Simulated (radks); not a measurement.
Values are calculated unless marked as measured or tabulated.
Coulomb parameter of the 5d shell of the hafnium ion Hf+ in the model configuration [Xe] 4f14 5d1.5 6s1.5, as a second difference U = [E(n + 0.5) + E(n - 0.5) - 2 E(n)] / (0.5)^2 with all orbitals relaxed. "Bare": the charge of the atom changes with n. "Screened": the 6s shell takes up the change at fixed total charge, which measures U(5d,5d) + U(6s,6s) - 2 U(5d,6s). Code: a radial shooting solver on a logarithmic mesh with Libxc functionals. Model: scalar-relativistic Kohn-Sham, r2SCAN, spin-unpolarised, spherical densities, finite nucleus; meta-GGA in the generalised Kohn-Sham scheme; Fermi nuclear charge, rms radius 5.347 fm.

case                   configuration  E - E(n) (eV)
start          [Xe] 4f14 5d1.5 6s1.5          0.000
bare +0.5        [Xe] 4f14 5d2 6s1.5         -3.855
bare -0.5        [Xe] 4f14 5d1 6s1.5          6.024
screened +0.5      [Xe] 4f14 5d2 6s1          0.850
screened -0.5      [Xe] 4f14 5d1 6s2         -0.765

U(bare) = 8.676 eV, U(screened by 6s) = 0.342 eV, against the Slater integral F0(5d,5d) = 11.224 eV with frozen orbitals.
